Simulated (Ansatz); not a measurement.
Basis sets compared for Ga₂PF₃ (the lowest singlet isomer of a short search). The state is a singlet with charge 0. Geometry PBE-D4/def2-SVP. Ansatz on 4 threads of Arm Neoverse V1 on a shared host; times are rough, and most runs start from earlier orbitals.

```csv
atom,x (Å),y (Å),z (Å)
Ga1,-0.988,-0.417,-0.874
Ga2,1.039,-0.013,0.914
P3,0.233,-1.963,0.180
F4,-2.235,0.160,-1.962
F5,2.093,1.024,1.855
F6,-0.142,1.209,-0.113
```

The structure comes from a short search, and lower isomers may exist.

Binding counts from free atoms (Ga doublet, P quartet, F doublet) in the same basis, without a counterpoise term.

```csv
level,functions,energy (Eh),HOMO (eV),LUMO (eV),binding per atom (eV),wall time
PBE-D4/def2-SVP,124,-4488.9211,-6.04,-3.03,3.53,1.2 s
PBE-D4/def2-TZVP,226,-4489.9082,-6.17,-3.12,3.48,2.5 s
PBE0-D4/def2-SVP,124,-4489.0156,-7.08,-2.23,3.34,1.9 s
PBE0-D4/def2-TZVP,226,-4489.9994,-7.15,-2.27,3.32,5.5 s
BHLYP-D4/def2-TZVP (with forces),226,-4490.7558,-7.98,-1.46,3.09,8 s
```

(1) Estimate the rows for PBE-D4/def2-TZVPD, PBE0-D4/def2-TZVPD, BHLYP-D4/def2-TZVPD.

Results:

(1) 
```tsv
level	functions	energy (Eh)	HOMO (eV)	LUMO (eV)	binding per atom (eV)	wall time
PBE-D4/def2-TZVPD	271	-4489.9126	-6.21	-3.23	3.48	4 s
PBE0-D4/def2-TZVPD	271	-4490.0032	-7.18	-2.40	3.32	7.5 s
BHLYP-D4/def2-TZVPD	271	-4490.7593	-8.00	-1.66	3.10	9.5 s
```
